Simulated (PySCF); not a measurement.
C9H11P.
Numbering: `[CH2:1]=[CH:2][c:3]1[cH:4][pH:5][c:6]([CH3:7])[c:8]1[CH:9]=[CH2:10]`

Geometry (GFN2-xTB, Å), atoms numbered from 1 in this order:
```
atom  x, y, z in Å
C1     3.0919    0.7786    0.6478
C2     2.0289    0.6434   -0.1345
C3     0.9630   -0.3216    0.0878
C4     1.1535   -1.5427    0.6473
P5    -0.3163   -2.5659    0.5469
C6    -1.2429   -1.1358   -0.0705
C7    -2.7135   -1.1871   -0.3253
C8    -0.4198   -0.0811   -0.3152
C9    -0.8985    1.1775   -0.8688
C10   -0.4711    2.3829   -0.5159
H11    3.8675    1.4933    0.4320
H12    3.2183    0.1892    1.5408
H13    1.9128    1.2729   -1.0079
H14    2.1104   -1.9282    0.9550
H15   -0.7322   -2.4472    1.8760
H16   -2.9257   -1.0987   -1.3921
H17   -3.2196   -0.3672    0.1845
H18   -3.1277   -2.1288    0.0293
H19   -1.6929    1.0840   -1.6001
H20   -0.8758    3.2768   -0.9601
H21    0.2809    2.5228    0.2425
```

Probes without a nucleus sit at each ring's centroid and 1 Å off its mean plane on both sides; NICS is minus the shielding there, NICSzz its component along the normal. Level: GIAO PBE0/pcSseg-1 (PySCF, non-relativistic, gas phase) on the GFN2-xTB geometry, one conformer.

Ring bond lengths (Å), with Mayer bond orders in brackets: C3–C4 1.357 (1.70), C4–P5 1.794 (1.01), P5–C6 1.812 (1.00), C6–C8 1.360 (1.61), C8–C3 1.460 (1.07).

Problem. Give the NICS values of each ring in ppm.

Solution. 
```csv
ring,type,NICS(0),"NICS(1), two faces","NICS(1)zz, two faces",rms pucker (Å),"centre to ring atoms, mean (Å)"
C3–C4–P5–C6–C8,5-membered ring with P; bonds drawn aromatic by RDKit's count,-4.2,-5.8 / -5.9,-11.1 / -10.2,0.04,1.32
```

Problem. What can be read from them?

Solution. 
- C3–C4–P5–C6–C8: mean NICS(1)zz -10.7 ppm, shielded. A hydrogen on P5, outside the ring, lies 1.89 Å from a NICS(1) probe.

Problem. And the bond-length index? HOMA = 1 − mean of α(R − Ropt)² over the ring bonds, with Krygowski's 1993 parameters (CC: Ropt 1.388 Å, α 257.7 Å⁻²; CP: Ropt 1.698 Å, α 118.91 Å⁻²).

Solution. 
- C3–C4–P5–C6–C8: HOMA 0.11; the largest term is that of P5–C6, α(R − Ropt)² = 1.56.

Problem. List the ring angles and the Hirshfeld charges of the ring atoms.

Solution. 
- C3–C4–P5–C6–C8: C3 113.3° (-0.003 e), C4 112.0° (-0.118 e), P5 89.3° (+0.123 e), C6 111.3° (-0.043 e), C8 113.3° (-0.017 e); sum 539.3° against 540° for a flat convex ring.
